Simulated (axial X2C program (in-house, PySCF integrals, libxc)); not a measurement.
## Worked dissociation energy of SeBr⁺: PBE0, without spin–orbit coupling

All values were computed with an in-house relativistic program for diatomic molecules. Spin-free means the one-electron spin-free X2C Hamiltonian. Basis: Br dyall-cv3z [8s9p6d4f1g], Se dyall-cv3z [8s9p6d4f1g] (cores contracted in-house); Gaussian nuclei, density fitting, unrestricted open shells. Masses: Br 78.918 u, Se 79.917 u.

Molecular state: M_S = 1, Λ = 0 (beyond evenly filled blocks: π+α, π-α).

| Property | Result |
| --- | --- |
| E(Br) (2M_S = 1, M_L = 0) | -2606.010777 hartree |
| E(Se+) (2M_S = 3, M_L = 0) | -2429.259503 hartree |
| E(SeBr⁺) at Re | -5035.388744 hartree |
| ωe | 390.6 cm⁻¹ |
| ωexe | 0.918 cm⁻¹ |

Problem. Work out De and D0.

Solution. De = -2606.010777 + (-2429.259503) − (-5035.388744) = 0.11846 hartree = 3.224 eV. The zero-point energy is ωe/2 − ωexe/4 = 195 cm⁻¹ = 0.024 eV, so D0 = 3.199 eV.

The state is a single determinant with fixed occupations, the lowest that a limited PBE0 search found. De is counted from the lowest determinant-based energies of the atoms at the same level, without counterpoise correction. Other states lie close and PBE0, whose exact exchange favours high spin, may order them wrongly; the determinant shown need not be the ground state. The nearest other spin-free determinant of the search, M_S = 0, Λ = 2, lies 0.80 eV up at the distance of the search. Spin-free De lacks the spin–orbit lowering of the heavy p-block atom, a tenth of an eV or more for 4p and 5p, up to an eV for 6p and one to two eV for 7p atoms, less what an open-shell molecule gains itself.

Each atomic determinant is the lowest at this level and need not be a pure term. Totals compare only within one Hamiltonian and basis.
